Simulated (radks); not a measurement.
Results of a calculation; reference values are marked as such.
These are the eigenvalues of the occupied orbitals of an atom or ion with whole-number occupations (eV). Level of theory: non-relativistic Kohn-Sham, LDA (Slater exchange, Perdew-Wang correlation), spin-unpolarised, spherical densities, point nucleus (a radial shooting solver on a logarithmic mesh with Libxc functionals).

1s: -23853.11
2s: -3787.659
2p: -3552.875
3s: -1017.670
3p: -923.6302
3d: -750.3929
4s: -436.1935

Which element is it, and in what charge state? The configuration may be excited.

Answer. Z = 46, palladium, charge +17: Pd17+ in [Ar] 3d10 4s1. The list shows which subshells hold electrons but not how many an open one holds; the 1s level, -876.59 hartree, gives Z - s = 41.9 by -(Z - s)^2/2, which with screening narrows Z to a few neighbours, and the depths of the outer levels then fix element, charge and occupations together.
